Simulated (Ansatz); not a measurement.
Ga₁₂N₁₂. The state is a singlet with charge 0. Geometry PBE-D4/def2-SVP, basis def2-TZVP, Ansatz.

```xyz
24

Ga    1.935    2.281   -1.550
Ga    0.567    0.049   -2.146
Ga    1.809   -1.281   -0.038
Ga    0.127   -3.351   -0.343
Ga   -0.962    2.249   -2.319
Ga   -1.529   -1.318   -0.922
Ga    1.530    1.318    0.923
Ga    0.961   -2.250    2.318
Ga   -0.126    3.351    0.343
Ga   -1.809    1.282    0.038
Ga   -0.567   -0.049    2.145
Ga   -1.937   -2.280    1.551
N     0.778    1.859   -3.016
N     2.094    0.462   -0.848
N     0.400   -1.757   -1.444
N     1.668   -3.127    0.770
N    -1.410    0.423   -1.777
N    -1.768   -3.163   -0.139
N     1.769    3.164    0.140
N     1.411   -0.424    1.777
N    -1.667    3.126   -0.770
N    -0.399    1.756    1.443
N    -2.096   -0.461    0.848
N    -0.778   -1.859    3.016
```

| run | HOMO (eV) | LUMO (eV) |
| --- | --- | --- |
| A | -6.37 | -3.52 |
| B | -5.21 | -4.41 |
| C | -6.21 | -3.60 |
| D | -5.39 | -4.28 |

Single mean-field runs in def2-TZVP are fitted with def2-universal-jkfit. Another isomer (singlet) lies 4.27 eV lower at PBE0-D4/def2-TZVP; other spin states weren't run for this one.

**Question.** The runs used PBE, PBE0, r2SCAN, r2SCAN0. Estimate which is which.

**Answer.** A r2SCAN0 (25 % exact exchange); B PBE (0 % exact exchange); C PBE0 (25 % exact exchange); D r2SCAN (0 % exact exchange). Exact exchange lowers occupied and raises empty levels; among semilocal functionals meta-GGAs tend to open the gap a little, and such runs are hard to tell apart. The gap grows from 0.80 eV (PBE) to 2.84 eV (r2SCAN0).
